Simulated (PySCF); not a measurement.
# Correlation energy of Co⁺ (cobalt, charge +1)

[Ar] 3d7 4s1, high-spin 5F determinant (an excited configuration). Calculation: PySCF 2.14, in def2-QZVPPD; no relativity, point nucleus. Frozen: [Ar]; 8 electrons correlated.

MP2 pair energies summed by pair of shells (mhartree):

```csv
pair,energy,share (%)
3d-3d,-193.19,89.7
3d-4s,-22.09,10.3
```

Total MP2 correlation energy: -215.28 mhartree.

Same-spin part -96.36 and opposite-spin part -118.92 mhartree; SCS-MP2 scales them by 1/3 and 6/5 to -174.82 mhartree.
